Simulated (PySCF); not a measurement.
## Correlation energy of Br³⁺ (bromine, charge +3)

[Ar] 3d10 4s2 4p2, high-spin 3P determinant. All numbers are calculated (PySCF 2.14, no relativity, point nucleus, in def2-TZVPPD). Frozen: [Ne]; 22 electrons correlated.

```json
{"level": "CCSD", "correlation energy (mhartree)": "-237.11"}
{"level": "(T)", "correlation energy (mhartree)": "-4.96"}
{"level": "CCSD(T)", "correlation energy (mhartree)": "-242.07"}
```

Diagnostics: T1 = 0.0040, D1 = 0.0178, largest double amplitude 0.092.

Q: Is a single reference adequate?

A: Mostly. T1 lies below 0.03, but a double amplitude of this size points to a near-degeneracy that CCSD handles and MP2 describes poorly.

This basis was not built for core-valence correlation, so the inner-shell part is incomplete.
